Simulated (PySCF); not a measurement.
Species: C₃H₈SSeSi.
SMILES with atom numbers: `[SiH3:1][S:2][C@@H:3]1[CH2:4][CH2:5][Se:6]1` (hydrogens: H7, H8, H9 on Si1; H10 on C3; H11, H12 on C4; H13, H14 on C5)

Vertical excitations from PySCF (density fitting, frozen core in the response, grid level 2 and gas phase unless stated; continuum runs use non-equilibrium linear response for the excitations) on a GFN2-xTB geometry. Reference run:

```tsv
settings	S1, eV (f)	S2, eV (f)	S3, eV (f)	S4, eV (f)	S5, eV (f)	S6, eV (f)	T1, eV (Tamm–Dancoff)	mean α (au)
PBE0/def2-SVPD, full TDDFT, 6 singlets	3.68 (0.000)	4.69 (0.026)	5.37 (0.002)	5.54 (0.069)	5.76 (0.007)	5.79 (0.002)	3.19	110.2
```

What do these settings give: PBE0/def2-SVPD, IEF-PCM acetonitrile, full TDDFT, 25 singlets?

| settings | S1, eV (f) | S2, eV (f) | S3, eV (f) | S4, eV (f) | S5, eV (f) | S6, eV (f) | T1, eV (Tamm–Dancoff) | mean α (au) |
| --- | --- | --- | --- | --- | --- | --- | --- | --- |
| PBE0/def2-SVPD, IEF-PCM acetonitrile, full TDDFT, 25 singlets | 3.75 (0.000) | 4.80 (0.039) | 5.40 (0.013) | 5.58 (0.102) | 5.86 (0.004) | 5.91 (0.011) | – | 160.3 |

S1 moves by +0.07 eV. States are counted by energy in each run and needn't keep their character from row to row.

Which orbital pairs make up S1 in each run, and how does it sit against the orbital gap?

```csv
settings,S1 configurations (weight),S1 (eV),orbital gap (eV),S1 − gap (eV)
"PBE0/def2-SVPD, full TDDFT, 6 singlets",H→L 0.97,3.68,5.27,-1.59
"PBE0/def2-SVPD, IEF-PCM acetonitrile, full TDDFT, 25 singlets",H→L 0.98,3.75,5.35,-1.60
```

The structure is a single GFN2-xTB conformer; no vibrational corrections. The PBE0/def2-SVPD calculation is non-relativistic and has no spin–orbit coupling, an omission that weighs most on selenium.

Shape of the structure used: `[SiH3:1][S:2][C@@H:3]1[CH2:4][CH2:5][Se:6]1`: Si1–S2–C3–C4 68°.
